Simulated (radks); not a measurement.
All-electron atom: F IV in [He] 2s2 3d2 (not the ground configuration).

All-electron calculation, non-relativistic Kohn-Sham, PBEsol, spin-unpolarised, spherical densities, point nucleus. Program: a radial shooting solver on a logarithmic mesh with Libxc functionals.

Energy parts (eV):
| part | energy |
|---|---|
| total | -2455.564 |
| kinetic | 2451.295 |
| electron-nucleus | -5378.528 |
| Hartree | 664.007 |
| exchange-correlation | -192.338 |

Orbitals (lengths in bohr, moments of r in powers of bohr; <r^-3> diverges for s and p1/2; r(max) is where P^2 peaks; r(90%) holds 90 % of the orbital's charge):
orbital  occ.  eigenvalue (eV)   <1/r>  r(90%)  r(max)  <r^-3>
1s          2        -784.5924   8.628   0.314  0.1147       -
2s          2        -115.0681   1.788    1.27  0.6861       -
3d          2         -24.3504  0.5643    3.29   1.774  0.3632

The highest occupied level is 3d at -24.350 eV. Summed over all electrons, <r^2> = 12.21 bohr^2, which gives a Langevin (diamagnetic) susceptibility term of -9.67 x 10^-6 cm^3/mol.
